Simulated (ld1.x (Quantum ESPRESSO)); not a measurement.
boron (B) PAW: all-electron and pseudo phase curves

```json
{
  "Element": "B",
  "Generator": "ld1.x (Quantum ESPRESSO) 7.5",
  "Type": "PAW",
  "Functional": "BP86",
  "Relativity": "scalar-relativistic",
  "Frozen core": "[He]",
  "Valence charge": "3",
  "Reference configuration": "2s2 2p1",
  "Partial waves": "2s (bound): rcut 1.05, rcutus 1.45 bohr; 2s channel at 3.2 Ry: rcut 1.05, rcutus 1.45 bohr; 2p (bound): rcut 4.05, rcutus 4.50 bohr; 2p channel at 0.5 Ry: rcut 4.05, rcutus 4.50 bohr",
  "Local potential": "all-electron potential smoothed inside 2.35 bohr (lloc = -1)",
  "Core correction": "Bessel-smoothed model core inside 1.45 bohr",
  "Augmentation charge": "BESSEL, radius 0.80 bohr"
}
```

The phase is arctan(r·u′/u) with u = r·R(r), unwrapped; energies in Ry, scanned from -3 to 5 Ry. A pole is an energy at which the radial function vanishes at the test radius. The pseudo phase is shifted by a multiple of π to meet the all-electron one at the reference energy, and phase errors are pseudo minus all-electron; the curves can meet again beyond the range given. Levels narrower than the energy grid can be missing from the lists of poles.

Problem. For each channel, where are the poles, and over which energies does the pseudopotential scatter like the atom?

Solution.

```
channel  radius (bohr)  reference energy (Ry)  poles, all-electron      poles, pseudo  unbroken range about the reference energy with phases within 0.05 rad  phase error 1 Ry above the reference energy (rad)
      s           4.88                  -0.70    -0.68, 0.89, 3.25  -0.68, 0.89, 3.25                                                        the whole range                                             -0.000
      p           4.88                  -0.27    -0.22, 1.07, 3.23  -0.22, 1.05, 3.23                                                              below 1.5                                             -0.003
```

Phases in the p channel:

```
E (Ry)  all-electron  pseudo
 -3.00         1.451   1.451
 -2.76         1.446   1.446
 -2.52         1.440   1.440
 -2.28         1.433   1.433
 -2.04         1.425   1.424
 -1.80         1.415   1.414
 -1.56         1.403   1.402
 -1.32         1.387   1.386
 -1.08         1.365   1.364
 -0.84         1.332   1.331
 -0.60         1.270   1.268
 -0.36         0.933   0.929
 -0.12        -1.787  -1.789
  0.12        -2.066  -2.071
  0.36        -3.127  -3.132
  0.60        -4.359  -4.360
  0.84        -4.609  -4.613
  1.08        -4.715  -4.725
  1.32        -4.794  -4.817
  1.56        -4.889  -4.955
  1.80        -5.094  -5.455
  2.04        -6.287  -7.272
  2.28        -7.496  -7.637
  2.52        -7.695  -7.741
  2.76        -7.774  -7.794
  3.00        -7.821  -7.829
  3.24        -7.856  -7.856
  3.48        -7.888  -7.879
  3.72        -7.922  -7.902
  3.96        -7.968  -7.927
  4.20        -8.050  -7.958
  4.44        -8.281  -8.002
  4.68        -9.828  -8.077
  4.92       -10.691  -8.252
```
